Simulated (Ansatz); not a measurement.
One geometry of CH$_{8}$ClNOSi$_{2}$, SMILES `CO[SiH2]N[SiH2]Cl`, several functionals.

```yaml
crystal:
  periodic: [false, false, false]
  atoms:
    - {symbol: C, position_ang: [-0.669833, -1.154914, -2.461665]}
    - {symbol: O, position_ang: [0.008713, -0.861207, -1.262985]}
    - {symbol: Si, position_ang: [-0.330389, 0.452632, -0.342604]}
    - {symbol: N, position_ang: [0.897355, 0.639646, 0.842084]}
    - {symbol: Si, position_ang: [0.769627, 0.363900, 2.524386]}
    - {symbol: Cl, position_ang: [0.414313, 2.095272, 3.589192]}
    - {symbol: H, position_ang: [-1.685815, -1.515666, -2.266681]}
    - {symbol: H, position_ang: [-0.731717, -0.279013, -3.118694]}
    - {symbol: H, position_ang: [-0.119730, -1.939492, -2.983690]}
    - {symbol: H, position_ang: [-0.393769, 1.636405, -1.242461]}
    - {symbol: H, position_ang: [-1.612313, 0.285575, 0.389197]}
    - {symbol: H, position_ang: [1.788929, 0.985376, 0.514031]}
    - {symbol: H, position_ang: [-0.377656, -0.534404, 2.767056]}
    - {symbol: H, position_ang: [2.042305, -0.174121, 3.052833]}
basis:
  gaussian: {orbitals: def2-TZVPP}
hamiltonian: {xc: pbe0, dispersion: d4}
output: {orbitals: {seedname: orbitals}}
```

```sh
$ ansatz run in.yaml --threads 2 --pin off --events-out ev --progress --plain --max-ram 20480MiB --backend cuda --devices 0, --max-vram 18GiB
```

Output, abridged:

```
Functional definition: PBE0
1865 factors; their error is unknown
mean field evaluation 1: about -32962.9699 eV, gradient 7.4e1 eV
mean field evaluation 2: about -32948.9090 eV, gradient 1.1e2 eV
mean field evaluation 4: about -32972.9034 eV, gradient 5.6e0 eV
mean field evaluation 8: about -32973.0301 eV, gradient 3.9e-1 eV
mean field evaluation 16: about -32973.0303 eV, gradient 5.2e-5 eV
mean field -32973.03031383 eV, -1211.7365141107 hartree, gradient 5.2e-5 eV, S^2 0.000000; 0 other end points of the search recorded, 0 dependent functions left out
reference -32973.03035466 eV, -1211.7365156112 hartree; 37, 37 occupied and 294, 294 virtual orbitals, 1865 factors
Total energy: -32973.32915199 eV, -1211.7474962104 hartree
```

It took 2.3 s on 2 threads of an AMD EPYC 7R13 on a shared host and a share of an NVIDIA H100 80 GB, with 0.85 GiB of host memory at the peak.

The same input with `hamiltonian: {xc: r2scan, dispersion: d4}` and forces (abridged; 2.5 s):

```
Functional definition: r2SCAN
mean field evaluation 16: about -32984.4062 eV, gradient 5.4e-4 eV
mean field -32984.40623442 eV, -1212.1545714813 hartree, gradient 7.7e-5 eV, S^2 0.000000
Total energy: -32984.49572531 eV, -1212.1578602111 hartree
Atom 0 force    -0.158122    -0.078012    -0.292142 eV/Å
Atom 1 force     0.180673     0.019087     0.243594 eV/Å
Atom 2 force    -0.056265     0.059374    -0.016197 eV/Å
Atom 3 force    -0.017351    -0.023156    -0.008117 eV/Å
Atom 4 force     0.017470    -0.059077     0.048445 eV/Å
Atom 5 force    -0.013414     0.057310     0.040616 eV/Å
Atom 6 force     0.005362     0.003125     0.000657 eV/Å
Atom 7 force     0.000781    -0.005028     0.004100 eV/Å
Atom 8 force    -0.010010     0.011649     0.009290 eV/Å
Atom 9 force    -0.005442    -0.017470     0.013659 eV/Å
Atom 10 force     0.018825     0.011020    -0.008861 eV/Å
Atom 11 force     0.034094     0.013725    -0.013025 eV/Å
Atom 12 force     0.030018     0.007344    -0.010313 eV/Å
Atom 13 force    -0.026619     0.000109    -0.011705 eV/Å
Dipole moment:     0.063497    -0.159757    -0.453424 e Å
```
